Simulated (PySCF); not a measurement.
H2Cl2GeSe2, SMILES [Cl][Ge]([SeH])([SeH])[Cl], PBE0/def2-SVP optimised geometry.

```
7

Cl    -1.81     1.40     0.18
Ge     0.28     0.93     0.00
Cl     0.98     1.79    -1.85
Se     0.34    -1.40     0.00
Se     1.59     1.96     1.63
H      1.81    -1.40     0.00
H      1.01     1.12     2.69
```

Density from PBE0/def2-TZVP in PySCF at that geometry.

Minimum of the electron density along straight lines between bonded atoms, close to the bond critical point (lines longer than 1.1 times the sum of covalent radii, or with two minima, are not listed):

```tsv
bond	length / Å	ρ at the minimum / e bohr⁻³	∇²ρ there / e bohr⁻⁵	position (fraction from the first atom)
Cl1–Ge2	2.154	0.106	0.16	0.57
Ge2–Cl3	2.154	0.106	0.16	0.43
Ge2–Se4	2.336	0.097	-0.03	0.44
Ge2–Se5	2.336	0.097	-0.03	0.44
Se4–H6	1.473	0.175	-0.32	0.63
Se5–H7	1.473	0.175	-0.32	0.63
```
